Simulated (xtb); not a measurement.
xtb input (GFN1-xTB):

```bash
xtb mol.xyz --gfn 1 --sp --chrg 0 --uhf 0
```
mol.xyz:
```
18

C      2.32964779     0.63721886     0.51672090
O      1.23426588    -0.16971008     0.88953495
Ge    -0.30107379    -0.09073376    -0.05660446
C     -0.99342399     1.74602026     0.02993916
C     -1.45427561    -1.37262788     0.86069644
C      0.08208040    -0.61119238    -1.91208813
H      3.15071598     0.44092344     1.20969391
H      2.09470365     1.70831038     0.56751998
H      2.68476491     0.41505683    -0.49794762
H     -1.11515992     2.05235167     1.06885788
H     -1.96279817     1.80553152    -0.46713450
H     -0.31364646     2.44130867    -0.46280689
H     -1.00039893    -2.36299509     0.83808973
H     -2.43201733    -1.42283449     0.38015846
H     -1.58849647    -1.07404551     1.90001143
H      0.75178726     0.10616822    -2.38664966
H     -0.84266851    -0.64948754    -2.48974117
H      0.54927680    -1.59564016    -1.93659847
```

Output:

```
           -------------------------------------------------
          |                Calculation Setup                |
           -------------------------------------------------

           -------------------------------------------------
          |                 G F N 1 - x T B                 |
           -------------------------------------------------

        Reference                      10.1021/acs.jctc.7b00118
      * Hamiltonian:
        H0-scaling (s, p, d)           1.850000    2.250000    2.000000
        zeta-weighting                 0.000000
      * Dispersion:
        s8                             2.400000
        a1                             0.630000
        a2                             5.000000
        s9                             0.000000
      * Repulsion:
        kExp                           1.500000
        rExp                           1.000000
      * Coulomb:
        alpha                          2.000000
        third order                    atomic
        anisotropic                    false
      * Halogen bond correction:
        rad-scale                      1.300000
        damping                        0.440000

          ...................................................
          :                      SETUP                      :
          :.................................................:
          :  # basis functions                  54          :
          :  # atomic orbitals                  53          :
          :  # shells                           37          :
          :  # electrons                        38          :
          :  # halogen bonds                     0          :
          :  max. iterations                   250          :
          :  Hamiltonian                  GFN1-xTB          :
          :  restarted?                      false          :
          :  GBSA solvation                  false          :
          :  PC potential                    false          :
          :  electronic temp.          300.0000000     K    :
          :  accuracy                    1.0000000          :
          :  -> integral cutoff          0.2500000E+02      :
          :  -> integral neglect         0.1000000E-07      :
          :  -> SCF convergence          0.1000000E-05 Eh   :
          :  -> wf. convergence          0.2000000E-04 e    :
          :  Broyden damping             0.4000000          :
          :  net charge                          0          :
          :  unpaired electrons                  0          :
          ...................................................

 iter      E             dE          RMSdq      gap      omega  full diag
   1    -21.4430291 -0.214430E+02  0.724E+00    7.15       0.0  T
   2    -21.4339294  0.909973E-02  0.438E+00    6.98       1.0  T
   3    -20.7771583  0.656771E+00  0.343E+00    7.21       1.0  T
   4    -21.4987167 -0.721558E+00  0.621E-01    7.18       1.0  T
   5    -21.5099949 -0.112782E-01  0.911E-02    7.12       1.0  T
   6    -21.5099077  0.872710E-04  0.595E-02    7.13       1.0  T
   7    -21.5100111 -0.103390E-03  0.131E-02    7.13       1.8  T
   8    -21.5100124 -0.134828E-05  0.367E-03    7.13       6.4  T
   9    -21.5100128 -0.354377E-06  0.543E-04    7.13      43.4  T
  10    -21.5100128 -0.138476E-07  0.114E-04    7.13     206.5  T
  11    -21.5100128 -0.194216E-09  0.892E-06    7.13    2642.4  T

   *** convergence criteria satisfied after 11 iterations ***

         #    Occupation            Energy/Eh            Energy/eV
      -------------------------------------------------------------
         1        2.0000           -0.7392805             -20.1168
       ...           ...                  ...                  ...
        13        2.0000           -0.5132721             -13.9668
        14        2.0000           -0.5127241             -13.9519
        15        2.0000           -0.5081668             -13.8279
        16        2.0000           -0.4534958             -12.3403
        17        2.0000           -0.4480905             -12.1932
        18        2.0000           -0.4328050             -11.7772
        19        2.0000           -0.4222733             -11.4906 (HOMO)
        20                         -0.1603826              -4.3642 (LUMO)
        21                         -0.1505779              -4.0974
        22                         -0.1426307              -3.8812
        23                         -0.1383185              -3.7638
        24                         -0.1365522              -3.7158
       ...                                ...                  ...
        53                          0.6534661              17.7817
      -------------------------------------------------------------
                  HL-Gap            0.2618907 Eh            7.1264 eV
             Fermi-level           -0.2913280 Eh           -7.9274 eV

 SCC (total)                   0 d,  0 h,  0 min,  0.023 sec
 SCC setup                      ...        0 min,  0.000 sec (  0.547%)
 Dispersion                     ...        0 min,  0.000 sec (  0.301%)
 classical contributions        ...        0 min,  0.000 sec (  0.257%)
 integral evaluation            ...        0 min,  0.005 sec ( 21.256%)
 iterations                     ...        0 min,  0.006 sec ( 25.160%)
 molecular gradient             ...        0 min,  0.012 sec ( 51.771%)
 printout                       ...        0 min,  0.000 sec (  0.643%)

         :::::::::::::::::::::::::::::::::::::::::::::::::::::
         ::                     SUMMARY                     ::
         :::::::::::::::::::::::::::::::::::::::::::::::::::::
         :: total energy             -21.284257676697 Eh    ::
         :: gradient norm              0.012176030186 Eh/a0 ::
         :: HOMO-LUMO gap              7.126408207097 eV    ::
         ::.................................................::
         :: SCC energy               -21.510012777003 Eh    ::
         :: -> electrostatic           0.061117224778 Eh    ::
         :: repulsion energy           0.232375154482 Eh    ::
         :: dispersion energy         -0.006620054176 Eh    ::
         :: halogen bond corr.         0.000000000000 Eh    ::
         :: add. restraining           0.000000000000 Eh    ::
         :: total charge               0.000000000000 e     ::
         :::::::::::::::::::::::::::::::::::::::::::::::::::::

           -------------------------------------------------
          |                Property Printout                |
           -------------------------------------------------

    * Orbital Energies and Occupations

         #    Occupation            Energy/Eh            Energy/eV
      -------------------------------------------------------------
         1        2.0000           -0.7392805             -20.1168
       ...           ...                  ...                  ...
         7        2.0000           -0.5531269             -15.0513
         8        2.0000           -0.5465922             -14.8735
         9        2.0000           -0.5358239             -14.5805
        10        2.0000           -0.5198942             -14.1470
        11        2.0000           -0.5192357             -14.1291
        12        2.0000           -0.5152446             -14.0205
        13        2.0000           -0.5132721             -13.9668
        14        2.0000           -0.5127241             -13.9519
        15        2.0000           -0.5081668             -13.8279
        16        2.0000           -0.4534958             -12.3403
        17        2.0000           -0.4480905             -12.1932
        18        2.0000           -0.4328050             -11.7772
        19        2.0000           -0.4222733             -11.4906 (HOMO)
        20                         -0.1603826              -4.3642 (LUMO)
        21                         -0.1505779              -4.0974
        22                         -0.1426307              -3.8812
        23                         -0.1383185              -3.7638
        24                         -0.1365522              -3.7158
        25                         -0.1295303              -3.5247
        26                         -0.1264961              -3.4421
        27                         -0.1192277              -3.2444
        28                         -0.0877911              -2.3889
        29                         -0.0549561              -1.4954
        30                         -0.0479430              -1.3046
       ...                                ...                  ...
        53                          0.6534661              17.7817
      -------------------------------------------------------------
                  HL-Gap            0.2618907 Eh            7.1264 eV
             Fermi-level           -0.2913280 Eh           -7.9274 eV

  Mulliken/CM5 charges         n(s)   n(p)   n(d)
     1C     0.18555  0.06738   0.966  2.848  0.000
     2O    -0.51684 -0.60305   1.697  4.820  0.000
     3Ge    0.38454  0.33161   1.379  1.784  0.453
     4C    -0.17324 -0.30632   1.041  3.133  0.000
     5C    -0.15757 -0.28999   1.037  3.120  0.000
     6C    -0.17324 -0.30632   1.041  3.133  0.000
     7H     0.01961  0.07907   0.980  0.000  0.000
     8H     0.00628  0.06505   0.994  0.000  0.000
     9H     0.00628  0.06505   0.994  0.000  0.000
    10H     0.05176  0.10512   0.948  0.000  0.000
    11H     0.03967  0.09242   0.960  0.000  0.000
    12H     0.04531  0.09855   0.955  0.000  0.000
    13H     0.05389  0.10758   0.946  0.000  0.000
    14H     0.03734  0.09020   0.963  0.000  0.000
    15H     0.05389  0.10758   0.946  0.000  0.000
    16H     0.04531  0.09855   0.955  0.000  0.000
    17H     0.03967  0.09242   0.960  0.000  0.000
    18H     0.05176  0.10512   0.948  0.000  0.000

Wiberg/Mayer (AO) data.
largest (>0.10) Wiberg bond orders for each atom

 ---------------------------------------------------------------------------
     #   Z sym  total        # sym  WBO       # sym  WBO       # sym  WBO
 ---------------------------------------------------------------------------
     1   6 C    3.936 --     7 H    0.983     8 H    0.977     9 H    0.977
                             2 O    0.963
     2   8 O    2.107 --     1 C    0.963     3 Ge   0.960
     3  32 Ge   4.154 --     5 C    0.970     2 O    0.960     4 C    0.943
                             6 C    0.943
     4   6 C    3.974 --    11 H    0.958    12 H    0.956    10 H    0.955
                             3 Ge   0.943
     5   6 C    3.980 --     3 Ge   0.970    14 H    0.957    13 H    0.953
                            15 H    0.953
     6   6 C    3.974 --    17 H    0.958    16 H    0.956    18 H    0.955
                             3 Ge   0.943
     7   1 H    1.020 --     1 C    0.983
     8   1 H    1.013 --     1 C    0.977
     9   1 H    1.013 --     1 C    0.977
    10   1 H    0.999 --     4 C    0.955
    11   1 H    1.001 --     4 C    0.958
    12   1 H    1.000 --     4 C    0.956
    13   1 H    0.999 --     5 C    0.953
    14   1 H    1.000 --     5 C    0.957
    15   1 H    0.999 --     5 C    0.953
    16   1 H    1.000 --     6 C    0.956
    17   1 H    1.001 --     6 C    0.958
    18   1 H    0.999 --     6 C    0.955
 ---------------------------------------------------------------------------

Topologies differ in total number of bonds
Writing topology from bond orders to xtbtopo.mol

 dipole moment from electron density (au)
     X       Y       Z
  -0.2368   0.4816  -0.7157  total (Debye):    2.274

           -------------------------------------------------
          | TOTAL ENERGY              -21.284257676697 Eh   |
          | GRADIENT NORM               0.012176030186 Eh/α |
          | HOMO-LUMO GAP               7.126408207097 eV   |
           -------------------------------------------------
Note: The following floating-point exceptions are signalling: IEEE_DENORMAL
normal termination of xtb

------------------------------------------------------------------------
------------------------------------------------------------------------
 total:
 SCF:
```
